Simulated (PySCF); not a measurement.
Species: C7H7FSi.
SMILES with atom numbers: `[CH:1]#[C:2][Si@H:3]1[CH2:4]/[C:5](=[CH:6]/[F:7])[C:8]1=[CH2:9]`

Structure used (GFN2-xTB), in Å, numbered top down from 1:
```xyz
16
C7H7FSi angstrom
C      3.6357    0.4402    0.7176
C      2.6173    0.1326    0.1571
Si     1.0482   -0.3280   -0.7007
C     -0.0772   -1.5348    0.2940
C     -1.1166   -0.4478    0.4531
C     -2.2850   -0.5654    1.0648
F     -3.1706    0.4488    1.1680
C     -0.4885    0.6902   -0.2323
C     -0.9378    1.9296   -0.3928
H      4.5267    0.7056    1.2108
H      1.2918   -0.6306   -2.1111
H     -0.4588   -2.4068   -0.2346
H      0.3105   -1.8805    1.2511
H     -2.6517   -1.4663    1.5370
H     -0.3613    2.6700   -0.9232
H     -1.8905    2.2523   -0.0026
```

NICS is the negative of the GIAO shielding at a point without a nucleus: at the ring centre (0) and 1 Å above and below it (1); zz is the component along the ring normal. Level: GIAO PBE0/pcSseg-1 (PySCF, non-relativistic, gas phase) on the GFN2-xTB geometry, one conformer.

Ring bond lengths (Å), with Mayer bond orders in brackets: Si3–C4 1.927 (0.90), C4–C5 1.512 (1.00), C5–C8 1.469 (1.03), C8–Si3 1.902 (0.87).

Q: Give the NICS values of each ring in ppm.

A: 
```json
{"ring": "Si3–C4–C5–C8", "type": "4-membered ring with Si; formal bonds all single", "NICS(0)": "2.5", "NICS(1), two faces": "-1.2 / -1.7", "NICS(1)zz, two faces": "3.7 / 2.2", "rms pucker (Å)": "0.01", "centre to ring atoms, mean (Å)": "1.20"}
```

Q: What can be read from them?

A: 
- Si3–C4–C5–C8: mean NICS(1)zz 2.9 ppm, near zero. Si3, C4 have four or more neighbours; no verdict on aromaticity is drawn.

Q: At the second NICS(1) probe listed for ring Si3–C4–C5–C8, 1 Å off the ring, what do the in-plane components average?

A: The isotropic value is a third of the trace: (3 × -1.7 − (2.2))/2 = -3.6 ppm.

Q: Give the inner angles of the rings and the Hirshfeld charges of the ring atoms.

A: 
- Si3–C4–C5–C8: Si3 74.7° (+0.389 e), C4 90.3° (-0.161 e), C5 102.3° (-0.033 e), C8 92.6° (-0.099 e); sum 360.0° against 360° for a flat convex ring.

Time: 59 s; peak memory 0.85 GiB. Hardware: one thread, Arm Neoverse N1 (aarch64), no GPU, shared host with 64 logical CPUs at a one-minute load of 58. This is the whole shielding run at PBE0/pcSseg-1, SCF included.
